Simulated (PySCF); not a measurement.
A side-by-side comparison of computed properties.

First species: C₆H₁₂.
Z-matrix (Å and degrees, GFN2-xTB geometry), rows numbered from 1:
```
C 
C   1  1.5288
C   2  1.4960  1  111.14
C   3  1.3218  2  124.93  1  -118.13
C   4  1.4960  3  124.91  2   178.99
C   5  1.5288  4  111.11  3  -118.26
H   1  1.0877  2  110.53  3   -58.39
H   1  1.0876  2  110.59  3  -178.53
H   1  1.0876  2  110.25  3    61.35
H   2  1.0917  1  109.68  3  -121.65
H   2  1.0940  1  108.94  3   120.29
H   3  1.0832  2  115.19  1    61.15
H   4  1.0832  3  119.90  2    -0.26
H   5  1.0917  4  109.86  3     3.27
H   5  1.0941  4  109.16  3   121.57
H   6  1.0880  5  110.23  4    61.36
H   6  1.0878  5  110.58  4  -178.53
H   6  1.0881  5  110.51  4   -58.38
```

Second species: C₈H₁₈S.
SMILES: `CSCC(C)(C)C(C)C`

Levels: PBE0/pcSseg-1 for dipole moment, HOMO energy, LUMO energy and HOMO–LUMO gap; GFN2-xTB for rotational constant A and rotational constant C. Geometries: GFN2-xTB. Each structure is a single optimised conformer of the isolated species, non-relativistic unless stated. Electronic properties by PySCF.

The conformers computed, where there is a choice (atom-mapped SMILES and torsion angles):
- `[CH3:1][CH2:2]/[CH:3]=[CH:4]/[CH2:5][CH3:6]`: C1–C2–C3–C4 -118°, C3–C4–C5–C6 -118°
- `[CH3:1][S:2][CH2:3][C:4]([CH3:5])([CH3:6])[CH:7]([CH3:8])[CH3:9]`: C1–S2–C3–C4 -172°, S2–C3–C4–C5 68°, C3–C4–C7–C8 -50°

| property | column X | column Y |
| --- | --- | --- |
| dipole moment | 0.02 D | 1.45 D |
| HOMO energy | -6.97 eV | -6.19 eV |
| LUMO energy | 0.69 eV | 1.06 eV |
| HOMO–LUMO gap | 7.66 eV | 7.25 eV |
| rotational constant A | 9.243 GHz | 2.052 GHz |
| rotational constant C | 1.314 GHz | 0.763 GHz |

**Question.** Which column belongs to which species?

**Answer.** Column X is the first species and column Y the second. The first has 18 atoms and 48 electrons, the second 27 and 82.

**Question.** How does each property change from the first species to the second?

**Answer.** dipole moment +1.43 D; HOMO energy +0.78 eV; LUMO energy +0.37 eV; HOMO–LUMO gap -0.41 eV; rotational constant A -7.191 GHz; rotational constant C -0.551 GHz.

On the second: The dipole matches unit charges of opposite sign 0.30 Å apart (1 e·Å = 4.8032 D).
